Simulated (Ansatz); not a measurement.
Dissociation curve of GeH, doublet.

Method: unrestricted BLYP/cc-pVDZ run with Ansatz (a program for electronic structure).

The batch members p0 to p11 hold the bond at 1.19, 1.28, 1.35, 1.42, 1.52, 1.55, 1.60, 1.63, 1.69, 1.77, 1.88, 1.97 Å.

Ansatz input:

Ansatz 0.2 input:
```yaml
# input.yaml
basis:
  gaussian: { orbitals: cc-pvdz }
hamiltonian:
  xc: blyp
batch:
  members: [p0.yaml, p1.yaml, p2.yaml, p3.yaml, p4.yaml, p5.yaml, p6.yaml, p7.yaml, p8.yaml, p9.yaml, p10.yaml, p11.yaml]

# p6.yaml, one of the 12 members of this batch
crystal:
  periodic: [false, false, false]
  atoms:
    - { symbol: Ge, position_ang: [0.0, 0.0, 0.0] }
    - { symbol: H, position_ang: [0.0, 0.0, 1.6] }
total_charge: 0
magnetization:
  spin_polarized: true
  initial_magnetization: 1
```

Lines of the output on each member:

```
Member 3: Total energy: -56532.87003983 eV, -2077.5446546080 hartree
Member 0: Total energy: -56530.93488199 eV, -2077.4735388692 hartree
Member 2: Total energy: -56532.51832864 eV, -2077.5317294604 hartree
Member 1: Total energy: -56531.98529154 eV, -2077.5121407083 hartree
Member 4: Total energy: -56533.14356582 eV, -2077.5547065028 hartree
Member 5: Total energy: -56533.18557881 eV, -2077.5562504519 hartree
Member 6: Total energy: -56533.22355794 eV, -2077.5576461589 hartree
Member 7: Total energy: -56533.22982676 eV, -2077.5578765340 hartree
Member 8: Total energy: -56533.21182207 eV, -2077.5572148737 hartree
Member 9: Total energy: -56533.13808160 eV, -2077.5545049614 hartree
Member 10: Total energy: -56532.97281005 eV, -2077.5484313440 hartree
Member 11: Total energy: -56532.80289213 eV, -2077.5421869757 hartree
```

The unrestricted determinant behind UKS-BLYP is spin-contaminated at 2.83 to 6.43 Å (<S²> up to 1.8, against 0.75 for a pure doublet).
